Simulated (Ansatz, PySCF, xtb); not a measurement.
Two conformers of C3H5NO (SMILES COCC#N), B3LYP-D3(BJ)/def2-TZVP minima.
Conformer 1 (charge 0, multiplicity 1):
```xyz
10

C     -1.3313     0.3487     0.0578
O     -0.4812    -0.4233    -0.7798
C      0.7542    -0.7364    -0.1943
C      1.6021     0.4497     0.0279
N      2.2447     1.3859     0.2057
H     -0.8932     1.3273     0.2768
H     -1.5328    -0.1744     0.9999
H     -2.2627     0.4841    -0.4867
H      0.6291    -1.2495     0.7687
H      1.2711    -1.4122    -0.8761
```
Conformer 2 (charge 0, multiplicity 1):
```xyz
10

C     -1.49151     0.06984     0.24659
O     -0.23044     0.68829     0.06063
C      0.75343    -0.23107    -0.34374
C      2.02749     0.46546    -0.51791
N      3.04310     0.98157    -0.66396
H     -1.44578    -0.70094     1.02529
H     -2.18172     0.85140     0.55507
H     -1.85239    -0.38559    -0.68341
H      0.48696    -0.71233    -1.29520
H      0.89084    -1.02662     0.40197
```

No zero-point or thermal terms.

Rows in 3-21G carry no dispersion term and start afresh at each structure.

Programs: Ansatz (Gaussian orbitals); PySCF for 3-21G rows; xtb for the GFN methods. Each number belongs to the level named beside it.

One of these levels gives 2.30 kcal/mol for the electronic energy of conformer 2 less that of conformer 1. Which one is it?
A) GFN-FF
B) HF/3-21G
C) B97M-V/def2-TZVPP

B, HF/3-21G. The others give 1.88 (GFN-FF), 1.36 (B97M-V/def2-TZVPP)

Ansatz is an electronic-structure program.
